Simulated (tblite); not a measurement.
Species: C8H12N2.
Numbering: `[CH:1]#[C:2][C@@H:3]([CH2:4][C:5]#[N:6])[CH2:7][CH2:8][NH:9][CH3:10]` (hydrogens: H11 on C1; H12 on C3; H13, H14 on C4; H15, H16 on C7; H17, H18 on C8; H19 on N9; H20, H21, H22 on C10)

Structure optimised with GFN2-xTB, isolated species.

(1) What internal coordinates does the optimisation give?

Answers

(1) 
```
            bond  length (bohr)   order
           C1≡C2          2.261  triple
           C2–C3          2.744  single
           C3–C4          2.918  single
           C4–C5          2.719  single
           C5≡N6          2.161  triple
           C3–C7          2.905  single
           C7–C8          2.888  single
           C8–N9          2.745  single
          N9–C10          2.738  single
          C1–H11          1.982  single
          C3–H12          2.071  single
          C4–H13          2.067  single
          C4–H14          2.064  single
          C7–H15          2.066  single
          C7–H16          2.064  single
          C8–H17          2.068  single
          C8–H18          2.088  single
          N9–H19          1.923  single
C10–H20, C10–H21          2.059  single
         C10–H22          2.080  single
```

Bonds in one row agree within 0.02 bohr and their mean is given. Orders are formal, as drawn. A selection of angles:
```
      angle  degrees
  C2–C1–H11    179.2
   C1–C2–C3    178.3
   C2–C3–C4    109.7
   C2–C3–C7    109.7
  C2–C3–H12    108.9
   C4–C3–C7    112.6
  C4–C3–H12    107.3
  C7–C3–H12    108.7
   C3–C4–C5    111.9
  C3–C4–H13    109.6
  C3–C4–H14    109.2
  C5–C4–H13    108.5
  C5–C4–H14    108.9
 H13–C4–H14    108.7
   C4–C5–N6    179.1
   C3–C7–C8    113.0
  C3–C7–H15    108.1
  C3–C7–H16    109.5
  C8–C7–H15    109.4
  C8–C7–H16    108.8
 H15–C7–H16    107.8
   C7–C8–N9    111.1
  C7–C8–H17    110.2
  C7–C8–H18    108.6
  N9–C8–H17    107.6
  N9–C8–H18    112.4
 H17–C8–H18    106.9
  C8–N9–C10    112.8
  C8–N9–H19    109.0
 C10–N9–H19    109.2
 N9–C10–H20    108.8
 N9–C10–H22    113.4
H20–C10–H21    108.7
H20–C10–H22    108.1
```

Torsions: C2–C3–C4–C5 71° (synclinal); C2–C3–C7–C8 -178° (antiperiplanar); C3–C7–C8–N9 -50° (synclinal); C7–C8–N9–C10 180° (antiperiplanar).

The C–N distances run from 1.143 Å (C5≡N6, drawn triple) to 1.453 Å (C8–N9, drawn single), a spread of 0.310 Å. Of the pairs four or more bonds apart, C5···H16 is among the closest relative to their van der Waals radii: 2.65 Å, 92 % of the sum of Bondi's values. The C–C distances run from 1.196 Å (C1≡C2, drawn triple) to 1.544 Å (C3–C4, drawn single), a spread of 0.348 Å. N9 (secondary amine nitrogen) is pyramidal (angles 112.8°, 109.2° and 109.0°, sum 331.0°, 0.40 Å off the plane of its three neighbours).

Point group: C1 (no symmetry element, even within 0.4 Å). Its GFN2-xTB frequencies are all real (lowest 18 cm⁻¹). The numbers are those of one conformer. 3 starts were optimised and ended at 0.00, 1.63 and 1.96 kcal/mol (GFN2-xTB); the lowest of these is shown.

All values are computed, not measured.
